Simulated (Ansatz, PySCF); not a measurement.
H3HfO3, SMILES [OH][Hf]([OH])[OH] (connectivity only; charge and spin as stated), neutral, multiplicity 2. Atoms are numbered in the order given.

```xyz
7

Hf    -0.1018     0.2190    -0.2421
O      1.6125    -0.2006    -1.0200
H      2.4607    -0.4087    -1.4041
O     -0.6334    -0.6017     1.4203
H     -0.8967    -1.0075     2.2426
O     -1.2845     1.4594    -1.1267
H     -1.8690     2.0730    -1.5650
```
Charge 0, spin multiplicity 2.

Coordinates come from a PBE0-D3(BJ)/def2-SVP optimisation. The multiplicity is an assumed one; other spin states were not compared. The isomer is the one that the SMILES or the coordinates give; other isomers of the formula were not compared. The def2 effective core potentials stand for the cores of Hf; spin–orbit coupling is left out. The values are those of a single conformer.

Two levels are set side by side: PBE-D3(BJ)/def2-SVP (Ansatz, a program for electronic structure) and PBE0-D3(BJ)/def2-SVP (Ansatz). Each level has its own optimised geometry; the coordinates shown are those of the second. Frequencies come from the Hessian of PySCF at each geometry. Differences are taken from unrounded values.

```json
[
 {"quantity": "mean bond length (Å)", "PBE0-D3(BJ)": "1.441"},
 {"quantity": "bond Hf1–O2 (Å)", "PBE0-D3(BJ)": "1.929"},
 {"quantity": "bond Hf1–O4 (Å)", "PBE0-D3(BJ)": "1.929"},
 {"quantity": "bond Hf1–O6 (Å)", "PBE0-D3(BJ)": "1.929"},
 {"quantity": "bond O2–H3 (Å)", "PBE0-D3(BJ)": "0.954"},
 {"quantity": "bond O4–H5 (Å)", "PBE0-D3(BJ)": "0.954"},
 {"quantity": "bond O6–H7 (Å)", "PBE0-D3(BJ)": "0.954"},
 {"quantity": "highest harmonic wavenumber (cm⁻¹)", "PBE0-D3(BJ)": "4051"},
 {"quantity": "mean harmonic wavenumber (cm⁻¹)", "PBE0-D3(BJ)": "1107"},
 {"quantity": "zero-point energy (kcal/mol)", "PBE0-D3(BJ)": "23.74"}
]
```

**Question.** What does PBE-D3(BJ) give, and how far is it from PBE0-D3(BJ)? (An estimate is asked for; the answer gives what the named calculation found.)

**Answer.** 
```
quantity                            PBE-D3(BJ)  PBE-D3(BJ) minus PBE0-D3(BJ)
----------------------------------  ----------  ----------------------------
mean bond length (Å)                     1.450                         0.009
bond Hf1–O2 (Å)                          1.936                         0.008
bond Hf1–O4 (Å)                          1.936                         0.008
bond Hf1–O6 (Å)                          1.936                         0.008
bond O2–H3 (Å)                           0.964                         0.010
bond O4–H5 (Å)                           0.964                         0.010
bond O6–H7 (Å)                           0.964                         0.010
highest harmonic wavenumber (cm⁻¹)        3893                          -158
mean harmonic wavenumber (cm⁻¹)           1056                           -51
zero-point energy (kcal/mol)             22.65                         -1.09
```

GGA bonds tend to be longer and softer than those of functionals with exact exchange. Differences between two approximate levels are no errors against the true value.
